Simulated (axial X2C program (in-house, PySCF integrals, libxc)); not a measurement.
# TiI⁺: properties at the nuclei

Computed with an axial X2C code built on PySCF integrals: two-component X2C with atomic mean-field Coulomb and Gaunt terms, Gaussian nuclei, basis I dyall-cv3z, Ti dyall-cv3z with contracted cores.

R = 2.493 Å (near the PBE0 minimum at charge 1 of the determinant lowest at the starting distance; the state shown can have its own minimum elsewhere).

Input and command:
```json
{"zs": [53, 22], "q": 1, "bas": ["dyall-cv3z", "dyall-cv3z"], "r0": 2.69, "levels": ["PBE0", "HF", "TPSSh", "BP86", "BHandHLYP"], "nst": 3}
```
```bash
python soeom.py task.json out
```

Keys: zs atomic numbers; q charge; bas basis sets; r0 starting distance in Å; levels methods; nst determinants followed.

Determinant lowest in the PBE0 search, Ω = 1 (⟨Sz⟩ = -1.00, ⟨Lz⟩ = 2.00 at PBE0), spin on the atoms I 0.09, Ti -1.09:

```tsv
level	Eeff magnitude (GV/cm)	Ws magnitude I (kHz)	A∥/gI I (MHz)	qzz I (a.u.)	A∥/gI Ti (MHz)	qzz Ti (a.u.)
PBE0	1.15	0.643	-8.21	1.45	114	-0.48
HF	1.9	1.06	26.3	2.03	287	-0.67
TPSSh	1.04	0.573	-5.3	1.16	131	-0.51
BP86	0.829	0.481	-15.1	0.76	-18	-0.38
BHandHLYP	0.946	0.478	-7.1	2.05	196	-0.54
```

Determinant 0.02 eV from it at PBE0 and this distance, Ω = 3 (⟨Sz⟩ = 1.00, ⟨Lz⟩ = 2.00 at PBE0), spin on the atoms I -0.09, Ti 1.09:

```json
{"level": "PBE0", "Eeff magnitude (GV/cm)": "1.2", "Ws magnitude I (kHz)": "0.224", "A∥/gI I (MHz)": "-9.69", "qzz I (a.u.)": "1.42", "A∥/gI Ti (MHz)": "206", "qzz Ti (a.u.)": "-0.49"}
{"level": "HF", "Eeff magnitude (GV/cm)": "1.93", "Ws magnitude I (kHz)": "0.359", "A∥/gI I (MHz)": "-23.2", "qzz I (a.u.)": "2.00", "A∥/gI Ti (MHz)": "139", "qzz Ti (a.u.)": "-0.68"}
{"level": "TPSSh", "Eeff magnitude (GV/cm)": "1.06", "Ws magnitude I (kHz)": "0.194", "A∥/gI I (MHz)": "-2.28", "qzz I (a.u.)": "1.14", "A∥/gI Ti (MHz)": "199", "qzz Ti (a.u.)": "-0.51"}
{"level": "BP86", "Eeff magnitude (GV/cm)": "0.828", "Ws magnitude I (kHz)": "0.16", "A∥/gI I (MHz)": "6.45", "qzz I (a.u.)": "0.76", "A∥/gI Ti (MHz)": "248", "qzz Ti (a.u.)": "-0.39"}
{"level": "BHandHLYP", "Eeff magnitude (GV/cm)": "0.99", "Ws magnitude I (kHz)": "0.168", "A∥/gI I (MHz)": "-12.7", "qzz I (a.u.)": "2.00", "A∥/gI Ti (MHz)": "179", "qzz Ti (a.u.)": "-0.55"}
```

Eeff is the effective electric field on the electron electric dipole moment in this Ω state and Ws the scalar–pseudoscalar constant of the nucleus named (defined with the proton number Z and per Ω); A∥ (defined per Ω) follows by multiplying with gI = μI/(I μN); qzz is the electric field gradient, eQq0 = 234.96 MHz × Q/barn × qzz. The operators were transformed with the bare-nucleus X2C matrices; with these basis sets, hyperfine constants and field gradients can be off by tens of per cent, and where levels differ in sign neither size nor sign is settled.

**Question.** With Q(47Ti) = 0.302 barn (Q from Pyykkö, Mol. Phys. 2018), turn the PBE0 values of the first state into constants in MHz.

**Answer.** eQq0(47Ti) = 234.96 × (0.302) × (-0.48) = -34.1 MHz.

Each state is one determinant with collinear spin, which with several unpaired electrons need not be a pure state. Unrestricted Hartree–Fock can overshoot spin polarisation at the nuclei. With several open shells hyperfine constants can be off by a factor of several. Where Eeff spreads by more than a factor of two the levels disagree and none is to be relied on. Open-shell Ω = 0 determinants with evenly filled partner blocks cannot be reached by this program, so the Ω shown need not be the lowest component. States lie within half an eV, so the first need not be the ground state. Further determinants of the search, some of them spin-mixed, are not shown. Where a field gradient or hyperfine factor spreads by more than a factor of two over the levels, a constant derived from it is not to be relied on. PBE0 term energies can be off by some tenths of an eV.
